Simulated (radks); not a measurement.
All-electron atom: neutral cadmium in [Kr] 4d10 5s2 (the NIST ground configuration). Method: Dirac Kohn-Sham, BLYP, spin-unpolarised, spherical densities, finite nucleus; Fermi nuclear charge, rms radius 4.6087 fm; computed with a radial shooting solver on a logarithmic mesh with Libxc functionals.

Unscreened Slater integrals over Kohn-Sham orbitals (hartree). Large and small components are both included.

| integral | value |
|---|---|
| F0(5s1/2,5s1/2) | 0.31201 |
| F0(5s1/2,4d5/2) | 0.38958 |
| G2(5s1/2,4d5/2) | 0.059313 |
| F0(5s1/2,4d3/2) | 0.39044 |
| G2(5s1/2,4d3/2) | 0.056954 |
| F0(5s1/2,4p3/2) | 0.40184 |
| G1(5s1/2,4p3/2) | 0.021185 |
| F0(4d5/2,4d5/2) | 0.70268 |
| F2(4d5/2,4d5/2) | 0.34393 |
| F4(4d5/2,4d5/2) | 0.22325 |
| F0(4d5/2,4d3/2) | 0.70824 |
| F2(4d5/2,4d3/2) | 0.34685 |
| G2(4d5/2,4d3/2) | 0.34664 |
| G4(4d5/2,4d3/2) | 0.22513 |
| F0(4d5/2,4p3/2) | 0.79502 |
| F2(4d5/2,4p3/2) | 0.38772 |
| G1(4d5/2,4p3/2) | 0.48797 |
| G3(4d5/2,4p3/2) | 0.29738 |
| F0(4d3/2,4d3/2) | 0.71392 |
| F2(4d3/2,4d3/2) | 0.34992 |
| F0(4d3/2,4p3/2) | 0.80278 |
| F2(4d3/2,4p3/2) | 0.39336 |
| G1(4d3/2,4p3/2) | 0.49643 |
| G3(4d3/2,4p3/2) | 0.30275 |
| F0(4p3/2,4p3/2) | 0.92816 |
| F2(4p3/2,4p3/2) | 0.48522 |
